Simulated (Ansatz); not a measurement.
Reactions of CH8OSSi2, SMILES `[SiH3]OCS[SiH3]`.

Program: Ansatz. Geometries: PBE0-D4/def2-TZVP. ΔE: electronic, gas phase. CBS: MP2 limit from def2 TZ/QZ plus the TZ coupled-cluster correction, frozen cores. This one scheme is used for every species, atoms too. Functionals use def2-TZVPP. No spin–orbit coupling; open shells (•) take unrestricted orbitals. Spin–orbit coupling would lower the free atoms: a little for C, O, S, Si. def2 core potentials past Kr. For Cd outer-core shells are correlated without core-valence functions, so the limit isn't a true one: a few kJ/mol of doubt a bond, and 10 to 20 or more in all where bonds break to atoms. Each species was taken in one conformer, which may not be the lowest.

| reaction | CCSD(T)/CBS(def2) (kcal/mol) |
| --- | --- |
| `[SiH3]OCS[SiH3]` → `OCS[SiH3]` + `[SiH2]` | 76.1 |
| `[SiH3]OCS[SiH3]` + H₂O → `OCS[SiH3]` + `O[SiH3]` | 0.2 |
| `[SiH3]OCS[SiH3]` → `O[SiH2]C[SiH2]S` | -37.6 |
| `[SiH3]OCS[SiH3]` + `C[SiH2]N` → `C[SiH2]N[SiH3]` + `OCS[SiH3]` | ? |
| `[SiH3]OCS[SiH3]` + `BN[SiH2]Cl` → `BN([SiH3])[SiH2]Cl` + `OCS[SiH3]` | ? |
| `[SiH3]OCS[SiH3]` + `CC(=N)Cl` → `C/C(Cl)=N\[SiH3]` + `[SiH3]OCS` | 6.1 |
| `[SiH3]OCS[SiH3]` → `CO[SiH2]S[SiH3]` | ? |
| `[SiH3]OCS[SiH3]` → C• + 8 H• + O• + S• + 2 Si• | 1027.9 |
| `[SiH3]OCS[SiH3]` + `[OH][Cd][F]` → `[F][Cd][O][SiH3]` + `OCS[SiH3]` | -5.0 |
| `[SiH3]OCS[SiH3]` + `N[SiH](O)F` → `O[SiH](F)N[SiH3]` + `OCS[SiH3]` | 7.2 |

**Question.** Fill in the missing values. (Best estimate.)

**Answer.** The calculation gave: `[SiH3]OCS[SiH3]` + `C[SiH2]N` → `C[SiH2]N[SiH3]` + `OCS[SiH3]`: +6.1 kcal/mol; `[SiH3]OCS[SiH3]` + `BN[SiH2]Cl` → `BN([SiH3])[SiH2]Cl` + `OCS[SiH3]`: +9.8 kcal/mol; `[SiH3]OCS[SiH3]` → `CO[SiH2]S[SiH3]`: -29.6 kcal/mol.

Largest T1 diagnostic: 0.017, for `[OH][Cd][F]`.
